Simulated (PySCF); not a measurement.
SMILES B[SiH2][CH2][GeH3] (GFN2-xTB optimised geometry):

```
13

B      1.512    -0.827     0.000
Si    -0.442    -0.827     0.000
C     -1.045     0.997     0.000
Ge    -0.264     2.045    -1.457
H      2.123    -0.486     0.939
H      2.131    -1.141    -0.942
H     -1.115    -1.464    -1.151
H     -1.095    -1.441     1.177
H     -2.131     1.025    -0.073
H     -0.780     1.464     0.948
H     -0.730     3.474    -1.459
H     -0.588     1.484    -2.805
H      1.233     2.084    -1.357
```

Computed with PBE/def2-TZVP run with PySCF 2.14.0.

Question: What are the frontier orbital energies and the dipole moment?

Answer: HOMO-2 -7.66 eV, HOMO-1 -7.29 eV, HOMO -7.19 eV, LUMO -3.58 eV, LUMO+1 -0.09 eV; dipole moment 0.60 D.

Meta-Löwdin charges at PBE/def2-TZVP: B1 -0.20, Si2 0.45, C3 -0.60, Ge4 0.30, H5 0.04, H6 0.05, H7 -0.09, H8 -0.07, H9 0.14, H10 0.14, H11 -0.05, H12 -0.05, H13 -0.06.
